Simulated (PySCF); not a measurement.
r2SCANh on Nb⁻ (niobium, charge -1), [Kr] 4d4 5s2, high-spin 5D determinant. Computed with PySCF 2.14 in aug-cc-pVTZ-PP with one added diffuse shell each of s, p, d, f, g type with ECP28MDF (7s7p6d4f3g, 113 functions), with scalar relativity through the core potential.

```
cycle= 1 E= -56.6777811846397  delta_E= -0.016  |g|= 0.0267  |ddm|= 2.33
cycle= 2 E= -56.677099835868  delta_E= 0.000681  |g|= 0.042  |ddm|= 0.614
cycle= 3 E= -56.6800345391278  delta_E= -0.00293  |g|= 0.00569  |ddm|= 0.523
cycle= 4 E= -56.6801899925301  delta_E= -0.000155  |g|= 0.00229  |ddm|= 0.101
cycle= 5 E= -56.6802067120193  delta_E= -1.67e-05  |g|= 0.000646  |ddm|= 0.0523
cycle= 6 E= -56.680207579331  delta_E= -8.67e-07  |g|= 0.000631  |ddm|= 0.0394
cycle= 7 E= -56.6802098888464  delta_E= -2.31e-06  |g|= 0.000125  |ddm|= 0.0237
cycle= 8 E= -56.6802099444959  delta_E= -5.56e-08  |g|= 5.38e-05  |ddm|= 0.00349
cycle= 9 E= -56.6802099499825  delta_E= -5.49e-09  |g|= 1.36e-05  |ddm|= 0.000672
cycle= 10 E= -56.6802099508469  delta_E= -8.64e-10  |g|= 6.83e-06  |ddm|= 0.000393
converged SCF energy = -56.6802099508469  <S^2> = 6.2078485  2S+1 = 5.0824595
```

Highest occupied orbital energy: 0.722 eV; ⟨L²⟩ = 6.06; populations by l: s 3.99, p 6.00, d 4.01, f 0.00.

Can this result be used?

With care. Self-consistency was reached. Energies and moments cover only the electrons outside the core potential. ⟨S²⟩ = 6.21 against 6.00 shows spin contamination. At r2SCANh the highest occupied level has a positive energy, so only the finite basis holds that electron; in a semilocal or global hybrid functional this comes from self-interaction and does not mean that the real anion is unbound.
